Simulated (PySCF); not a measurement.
Ga: excitation energy

Ga [Ar] 3d10 4s2 4p1 (2P) → Ga [Ar] 3d10 4s1 4p1 5s1 (4P), as a difference of total energies. All numbers are calculated (PySCF 2.14, the spin-free X2C one-electron Hamiltonian (Gaussian nucleus), in aug-cc-pVQZ-DK (8s7p5d3f2g, 93 functions)). Correlated levels: valence: [Ar] 3d10 frozen. The calculations carry no spin-orbit coupling.

| method | excitation energy (cm⁻¹) |
| --- | --- |
| UHF | 58550 |
| MP2 (valence) | 65121 |
| SCS-MP2 (valence) | 67102 |
| CCSD (valence) | 66854 |
| CCSD(T) (valence) | 67043 |

A first-order spin-orbit estimate (lowest level to lowest level, LS coupling) adds -0.020 eV.

The upper state lies above the first ionisation limit, but in LS coupling its spin forbids autoionisation to the ground ion. A Rydberg-like electron needs more diffuse functions than a valence basis has.

The promoted electron is Rydberg-like, and one or two diffuse shells describe it only roughly, which tends to raise the upper state.
